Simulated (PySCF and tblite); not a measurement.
The numbers below are computed, except where a source is named.
C₄H₂F₂N₂, numbered as in [F:1][c:2]1[cH:3][n:4][cH:5][c:6]([F:7])[n:8]1.

Classical Langevin dynamics with GFN2-xTB (tblite), gas phase: time step 1.5 fs, H mass 4 u, friction 0.005 fs⁻¹, 400 steps to settle and 8000 to sample, one trajectory a temperature from the lowest conformer.

GIAO shieldings at PBE0/pcSseg-1 (PySCF) on 12 frames a temperature; like atoms are averaged, and of two unlike H on one atom a is the less shielded at the minimum.

Task: How far do thermal motions move the shieldings from their values at the minimum?

Result: 
| signal | σ at minimum (ppm) | Δσ, 300 K | Δσ, 500 K | Δσ, 800 K |
| --- | --- | --- | --- | --- |
| F1/F7 | 253.1 | -0.9 ± 2.0 | -11.0 ± 3.1 | -12.0 ± 4.7 |
| C2/C6 | 19.2 | 0.1 ± 0.9 | -2.9 ± 0.9 | -0.7 ± 1.2 |
| C3/C5 | 52.4 | -1.8 ± 0.9 | -3.3 ± 0.9 | -4.8 ± 2.4 |
| N4 | -143.9 | -2.4 ± 3.2 | -11.7 ± 6.0 | 2.3 ± 8.3 |
| N8 | -32.3 | 5.7 ± 2.8 | -1.8 ± 4.5 | 0.2 ± 7.7 |
| H3/H5 | 23.11 | -0.02 ± 0.09 | -0.30 ± 0.15 | -0.22 ± 0.21 |

Errors are standard errors over frames. Zero-point motion is missing, and a reference compound would move too.

Task: What do the single frames at 500 K give for C2/C6?

Result: 
```tsv
t (fs)	V above the minimum, tight binding (kcal/mol)	E above it, DFT (kcal/mol)	torsions (°)	σ (ppm)
1100	11.6	11.9	none	16.7
2100	8.9	10.0	none	17.3
3099	16.3	18.9	none	14.7
4100	11.2	13.5	none	12.7
5100	9.4	11.9	none	14.2
6100	14.1	16.0	none	16.5
7100	14.7	16.7	none	17.6
8100	16.4	19.6	none	12.9
9100	10.4	12.3	none	15.9
10101	17.5	21.7	none	19.3
11100	10.7	11.4	none	23.9
12100	11.7	13.4	none	14.6
```

Changes within two standard errors are not significant.

The study took 9.6 min on 1 thread of Arm Neoverse V1 (shared host) (rough), peak memory 0.73 GiB, launched as `OMP_NUM_THREADS=1 python ens_run.py task.json out`.
